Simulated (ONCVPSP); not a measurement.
**Reading a pseudo-wave (hafnium)**

Columns: radius, all-electron u(r) and pseudo u(r) of the 5s shell (level -67.17 eV) of hafnium in the configuration [Kr] 4d10 4f14 5s2 5p6 5d2 6s2; LDA (Perdew-Zunger), scalar-relativistic, ONCV scheme, ONCVPSP 4.0.1.

```csv
r (bohr),all-electron,pseudo
0.138,0.3750,0.0845
0.275,-0.2791,0.2049
0.413,-0.5550,0.3784
0.550,-0.0216,0.5876
0.688,0.5819,0.7967
0.825,0.9569,0.9579
0.963,1.1032,1.0416
1.100,1.0907,1.0386
1.238,0.9908,0.9638
1.375,0.8548,0.8453
1.513,0.7112,0.7092
1.650,0.5782,0.5780
1.788,0.4609,0.4608
1.925,0.3631,0.3630
2.062,0.2832,0.2831
2.200,0.2187,0.2186
2.338,0.1678,0.1677
2.475,0.1283,0.1283
2.613,0.0975,0.0975
2.750,0.0740,0.0740
2.888,0.0559,0.0559
3.025,0.0422,0.0422
3.162,0.0318,0.0318
3.300,0.0239,0.0239
3.438,0.0179,0.0179
3.575,0.0134,0.0134
```

How many radial nodes do the two functions have?

The all-electron 5s function has n − l − 1 = 4 (the table is too coarse to show those close to the nucleus); the pseudo-wave has 0, since the states of the same l below it are removed with the core.

At about which radius was the pseudo-wave matched?

1.85 bohr. The columns agree to 0.0005 from 1.65 bohr on; several derivatives are matched, so the curves merge somewhat inside the radius.

Is the pseudo-wave norm-conserving?

Yes: the ONCV scheme keeps the norm inside the radius equal to the all-electron one, which fixes the energy derivative of the logarithmic derivative at the level.
